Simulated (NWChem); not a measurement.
# CH2NO cation; SMILES O=C=[NH2+]

Program: NWChem. Pople sets run with spherical d functions. Structure relaxed at the PBE0/def2-SVP level. Level: PBE/6-31G* with SMD (1 M gas to 1 M solution), gas-phase geometry. Reactions with the solvent are ignored.

For solvent toluene:

```
Property                                     Result
-------------------------------------------  ------
solvation free energy (kcal/mol)              -44.3
cavity-dispersion-structure term (kcal/mol)     0.5
```

### Question
What are these values for solvent water?

### Answer
| Quantity | Result |
|---|---|
| solvation free energy (kcal/mol) | -73.6 |
| cavity-dispersion-structure term (kcal/mol) | 5.5 |
